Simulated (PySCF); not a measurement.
**Correlation energy of Mo (molybdenum, neutral)**

[Kr] 4d4 5s2, high-spin 5D determinant (an excited configuration). Calculation: PySCF 2.14, in aug-cc-pVTZ-PP with ECP28MDF (6s6p5d3f2g, 88 functions); scalar relativity through the core potential. Frozen: 4s2 4p6; 6 electrons correlated.

MP2 pair energies summed by pair of shells (mhartree):

```json
{"pair": "4d-5s", "energy": "-39.39", "share (%)": "41.5"}
{"pair": "4d-4d", "energy": "-35.46", "share (%)": "37.3"}
{"pair": "5s-5s", "energy": "-20.12", "share (%)": "21.2"}
```

Total MP2 correlation energy: -94.98 mhartree.

Same-spin part -51.46 and opposite-spin part -43.52 mhartree; SCS-MP2 scales them by 1/3 and 6/5 to -69.38 mhartree.
